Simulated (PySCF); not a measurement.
SMILES C#CCCB(O)O at its GFN2-xTB optimised geometry (Å):

```
14

C      2.7157    -1.2228     0.0680
C      1.5228    -1.3148     0.0988
C      0.0764    -1.3682     0.1354
C     -0.5396     0.0322     0.0000
B     -2.1413     0.0322     0.0000
O     -2.8753     1.1818     0.0000
O     -2.8096    -1.1375    -0.0079
H      3.7629    -1.1682     0.0413
H     -0.2454    -1.8196     1.0774
H     -0.2826    -2.0034    -0.6776
H     -0.1612     0.6619     0.8108
H     -0.1744     0.4845    -0.9272
H     -2.3886     2.0034     0.0057
H     -3.7629    -1.0424    -0.0123
```

Level of theory: PBE0/def2-TZVP (PySCF).

Map of the electron localisation function on the plane z = 0.8 Å:

```
|0000000000000000000000000000000|
|0000000000000000000000000000000|
|0000000000000000000000000000000|
|0000000000000000000000000000000|
|0000000000000000000000000000000|
|0000000000000000000000000000000|
|0000000000000000000000000000000|
|0000000000000000000000000000000|
|0000000012200000000000000000000|
|0000000124410000000000000000000|
|0000023345400024200000000000000|
|0000246765200289830000000000000|
|0000257886200799970000000000000|
|0000136776213899960000000000000|
|0000001244245899920023210000000|
|0000000011266677300255432100000|
|0000011355244343102577655530000|
|0001344577201244335788667873000|
|0001344687300477556788678984000|
|0000123677301899756688667872000|
|0000001466102999734677654420000|
|0000000243001898411466532100000|
|0000000010000354100244310000000|
|0000000000000010000011100000000|
|0000000000000000000000000000000|
|0000000000000000000000000000000|
|0000000000000000000000000000000|
|0000000000000000000000000000000|
|0000000000000000000000000000000|
|0000000000000000000000000000000|
|0000000000000000000000000000000|
```
Scale: ten equal steps from 0.000 (start of '0') to 0.999 (end of '9'), in the order '0123456789'; x runs from -6.00 to 6.00, y from -6.00 (bottom) to 6.00 (top).
